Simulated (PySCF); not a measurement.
# How methods differ on the electron affinity of Te

Te⁻ [Kr] 4d10 5s2 5p5 (2P) → Te [Kr] 4d10 5s2 5p4 (3P), as a difference of total energies. All numbers are calculated (PySCF 2.14, the spin-free X2C one-electron Hamiltonian (Gaussian nucleus), in x2c-TZVPPall with one added diffuse shell each of s, p, d, f type (9s7p5d3f, 76 functions)). Correlated levels: valence: [Kr] 4d10 frozen. The calculations carry no spin-orbit coupling.

```json
{"method": "UHF", "electron affinity (eV)": "1.076"}
{"method": "MP2 (valence)", "electron affinity (eV)": "1.844"}
{"method": "SCS-MP2 (valence)", "electron affinity (eV)": "1.841"}
{"method": "CCSD (valence)", "electron affinity (eV)": "1.851"}
{"method": "CCSD(T) (valence)", "electron affinity (eV)": "1.908"}
```

**Question.** How much does correlation contribute at CCSD(T) (valence)?

**Answer.** 1.908 − (1.076) = 0.832 eV, measured against UHF.

The reference lies between the lowest fine-structure levels, while these numbers refer to the centres of the terms.

Errors of the correlated levels include the incompleteness of this basis and the frozen core.

For comparison: 1.971 eV (measured; photodetachment measurements, as compiled on the Wikipedia data page of electron affinities).
